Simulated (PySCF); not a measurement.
Problem. Write Cartesian coordinates for `O[C@@H]1CCc2ccccc2C1` (1,2,3,4-tetrahydro-2-naphthol) as optimised with GFN2-xTB.

Solution. 
```
atom  x, y, z in Å
O1    -2.3811    0.2237    1.3946
C2    -2.1619    0.3781    0.0108
C3    -1.8761   -0.9558   -0.6888
C4    -0.6149   -1.5996   -0.1199
C5     0.5396   -0.6378   -0.0288
C6     1.8274   -1.1390    0.1323
C7     2.9142   -0.2951    0.2484
C8     2.7228    1.0763    0.2090
C9     1.4480    1.5827    0.0510
C10    0.3470    0.7408   -0.0700
C11   -1.0142    1.3504   -0.2792
H12   -1.5522   -0.0578    1.7986
H13   -3.1002    0.7980   -0.3693
H14   -1.7499   -0.7649   -1.7556
H15   -2.7239   -1.6298   -0.5576
H16   -0.3272   -2.4559   -0.7346
H17   -0.8276   -1.9916    0.8816
H18    1.9724   -2.2100    0.1616
H19    3.9069   -0.7031    0.3680
H20    3.5649    1.7464    0.3006
H21    1.2945    2.6521    0.0178
H22   -1.1231    2.2322    0.3574
H23   -1.0901    1.6865   -1.3178
```

Any rigid rotation of these coordinates is as good. Atoms count from 1 in this order. The 6-membered ring C5–C6–C7–C8–C9–C10 has internal angles of 119.1° to 121.2° (sum 720°, against 720° for a flat polygon); it is planar, 0.00 Å rms from its mean plane, widest ring torsion 0°. The 6-membered ring C2–C3–C4–C5–C10–C11 has internal angles of 109.0° to 122.0°; it is puckered, 0.21 Å rms from its mean plane, widest ring torsion 63°. The 11 C–C bonds span 1.381 Å (C8–C9, aromatic) to 1.533 Å (C2–C3, drawn single), a spread of 0.152 Å. Of the pairs four or more bonds apart, C4···H12 is among the closest relative to their van der Waals radii: 2.63 Å, 91 % of the sum of Bondi's values.

Bonds between heavy atoms (Å): O1–C2 1.410, C2–C3 1.533, C3–C4 1.526, C4–C5 1.505, C5–C6 1.391, C6–C7 1.381, C7–C8 1.385, C8–C9 1.381, C9–C10 1.391, C10–C11 1.506, C2–C11 1.532, C5–C10 1.393.

The geometry is computed with GFN2-xTB (gas phase).

Point group: C1 (no symmetry element, even within 0.4 Å). No frequency check. The numbers are those of one conformer (H–O1–C2–C3 67°, O1–C2–C3–C4 -61°, C2–C3–C4–C5 -48°, C3–C4–C5–C6 -163°, C9–C10–C11–C2 -163°).
